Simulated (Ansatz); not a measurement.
BO4H4, that is [B(OH)4]- with one electron fewer. Charge 0, multiplicity 2. Geometry r2SCAN-D4/def2-SVPD; atoms count from 1.

```xyz
9

B    -0.047    0.047   -0.007
O    -1.330   -0.173    0.536
H    -1.699    0.606    0.961
O     0.362   -1.198   -0.775
H    -0.069   -1.958   -0.346
O     1.077   -0.244    0.975
H     1.893    0.129    0.599
O     0.260    1.245   -0.683
H    -0.447    1.546   -1.260
```

**Question.** Estimate the Mulliken populations from the PBE0/def2-TZVPD orbitals of Ansatz.

**Answer.** 
```tsv
atom	charge (e)	spin (α − β)
B1	0.50	-0.07
O2	-0.54	-0.01
H3	0.26	0.00
O4	-0.30	0.56
H5	0.33	-0.02
O6	-0.30	0.56
H7	0.33	-0.02
O8	-0.54	-0.01
H9	0.26	0.00
```
Mulliken values and Mayer orders depend strongly on the basis. With diffuse functions, as here, like atoms can get unlike values, and bond orders can come out too low or too high.

**Question.** Where does the spin sit?

**Answer.** Summed by element: B -0.07, O 1.11, H -0.04, of 1 unpaired in all. Largest on single atoms: O6 0.56, O4 0.56, B1 -0.07.

**Question.** And the Mayer bond orders between bonded heavy atoms (over 0.3)?

**Answer.** B1–O2 0.98 (1.41 Å); B1–O4 0.79 (1.52 Å); B1–O6 0.79 (1.52 Å); B1–O8 0.98 (1.41 Å). Values over 0.3 also appear between atoms too far apart for a bond (O4–O6 0.42 at 2.12 Å); they arise where an orbital or an unpaired electron spreads over both atoms.
